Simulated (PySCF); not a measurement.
C5H13N2: g tensor and hyperfine couplings

C5H13N2 (doublet state).
SMILES with atom numbers: `[CH3:1][C@@H:2]([CH2:3][NH2:4])[CH2:5][CH:6][NH2:7]` (hydrogens: H8, H9, H10 on C1; H11 on C2; H12, H13 on C3; H14, H15 on N4; H16, H17 on C5; H18 on C6; H19, H20 on N7)

Geometry (GFN2-xTB, Å), atoms numbered from 1 in this order:
```
atom  x, y, z in Å
C1    -1.643   -1.352    0.098
C2    -0.559   -0.367   -0.326
C3    -0.630    0.898    0.530
N4    -1.897    1.585    0.314
C5     0.842   -1.023   -0.229
C6     1.951   -0.205   -0.769
N7     2.630    0.687    0.071
H8    -1.686   -2.201   -0.581
H9    -1.444   -1.721    1.102
H10   -2.607   -0.850    0.102
H11   -0.728   -0.083   -1.371
H12    0.245    1.529    0.306
H13   -0.586    0.622    1.588
H14   -1.940    2.423    0.883
H15   -1.971    1.869   -0.658
H16    0.793   -1.965   -0.785
H17    1.039   -1.260    0.821
H18    1.947    0.068   -1.811
H19    3.511    1.012   -0.306
H20    2.728    0.344    1.018
```

The hyperfine couplings belong to this conformer and change with its torsions.

Computed with UKS B3LYP, pcH-1 on C H N, non-relativistic, mean-field spin-orbit, GIAO (PySCF 2.14.0). Geometry: GFN2-xTB, one conformer, isolated molecule. The geometry wasn't refined by DFT: couplings that depend on bond lengths, twists or pyramidal angles can differ widely from those at the functional's own minimum. Stability of the SCF solution: not tested.

| Item | Value |
| --- | --- |
| g1, g2, g3 | 2.00210, 2.00269, 2.00317 |
| g_iso | 2.00265 |
| Form of g | rhombic: the two nearest values differ by 45 % of g3 − g1 |
| ⟨S²⟩ | 0.7534 (exact 0.7500) |
| α and β electrons | 29, 28 |

Isotropic coupling and dipolar principal values T1 to T3, in 10⁻⁴ cm⁻¹ (1 × 10⁻⁴ cm⁻¹ = 2.998 MHz):

```csv
atom,isotope,a_iso,T1,T2,T3,Mulliken spin population
C1,13C,0.8,-0.4,-0.3,0.7,0.01
C2,13C,22.8,-1.8,-1.7,3.5,0.04
C3,13C,-1.0,-0.2,-0.2,0.4,0.00
N4,14N,0.4,0.0,0.0,0.1,0.00
C5,13C,-7.9,-0.7,-0.4,1.1,-0.07
C6,13C,38.2,-24.3,-23.9,48.2,0.87
N7,14N,5.0,-3.8,-3.6,7.4,0.15
H8,1H,-0.2,-0.5,-0.2,0.7,0.00
H9,1H,-0.2,-0.5,-0.3,0.7,0.00
H10,1H,0.8,-0.4,-0.2,0.6,0.00
H11,1H,-0.6,-1.6,-0.6,2.2,0.00
H12,1H,0.1,-1.4,-0.8,2.2,0.00
H13,1H,0.2,-0.6,-0.4,1.0,0.00
H14,1H,0.2,-0.2,-0.2,0.4,0.00
H15,1H,0.0,-0.3,-0.3,0.6,0.00
H16,1H,17.0,-1.9,-1.5,3.3,0.02
H17,1H,2.9,-1.6,-1.3,2.9,0.00
H18,1H,-13.2,-11.3,-0.2,11.5,-0.03
H19,1H,7.2,-4.1,-2.2,6.3,0.00
H20,1H,2.7,-4.2,-1.8,6.0,0.00
```

The largest Mulliken spin populations are on C6 (+0.87), N7 (+0.15) and C5 (-0.07). The angles at C6 add up to 353.9°, so it is slightly pyramidal.

Axes: g2 points within 11° of the C6–N7 bond.

Under fast tumbling the dipolar parts average out, and these isotropic splittings remain (the largest six): 1 × 1H (H16, I = 1/2, 2 lines) with 1.82 mT, 1 × 1H (H18, I = 1/2, 2 lines) with 1.41 mT, 1 × 14N (N7, I = 1, 3 lines) with 0.53 mT, 2 × 1H (H19/H20, I = 1/2, 3 lines) with 0.53 mT, 1 × 1H (H17, I = 1/2, 2 lines) with 0.31 mT and 1 × 1H (H11, I = 1/2, 2 lines) with 0.07 mT.

Class means assume fast exchange of nuclei equivalent by connectivity; if that motion is slow, each nucleus keeps its own coupling. The 1H value of +15.0 MHz is a mean of couplings from 8.2 to 21.7 MHz in this one geometry, not an average over conformers.

The 13C coupling of C6 (114.4 MHz) shows only in satellite lines or after enrichment, since that isotope makes up about 1.07 % of natural carbon.

The spin density at the nucleus, in bohr⁻³, is negative for C5 (-0.0210), H18 (-0.0088) and C3 (-0.0026), for instance. A restricted open-shell determinant has no negative spin density anywhere; here it arises because α and β orbitals differ (spin polarisation).

Hardware: one thread of an Intel Xeon Platinum 8259CL at 2.50 GHz, on a shared host. Cost: 1.8 min (with the writing of density and orbital grids), 0.97 GiB resident at most.
